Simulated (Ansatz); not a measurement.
H2Au2⁻, relaxed as a doublet with UKS PBE0-D4/def2-TZVPD in Ansatz, starting from the GFN1-xTB geometry. Force threshold 0.02 eV/Å.

In the def2 sets Au takes a core potential; there is no spin–orbit coupling. The structure comes from a short search, and lower isomers may exist.

Start:

```xyz
4

Au    0.387    1.747    0.957
Au   -0.124   -0.559   -0.307
H     0.823   -0.170   -1.490
H    -1.086   -1.019    0.840
```

Problem. Estimate the energy that the relaxation releases and the steps that it takes.

Solution. 13.5 kcal/mol, in 15 steps; 26 s on 4 threads of Arm Neoverse V1 on a shared host. The force fell under the threshold at step 4, but the optimiser went on and released 0.446 eV more. No frequencies were taken in this run, so the end may be a saddle point.

Problem. Does the start keep its bonding and symmetry?

Solution. Bonds formed: Au1–H4 (atoms count from 1).

Problem. Predict the relaxed structure.

Solution. 
```xyz
4

Au   -0.249    1.361    1.639
Au    0.146   -0.377   -0.579
H     0.795   -0.792   -2.008
H    -0.692   -0.193    0.948
```
Bond lengths (bridged metal pairs left out): 3 × Au–H 1.62 to 1.76 Å.
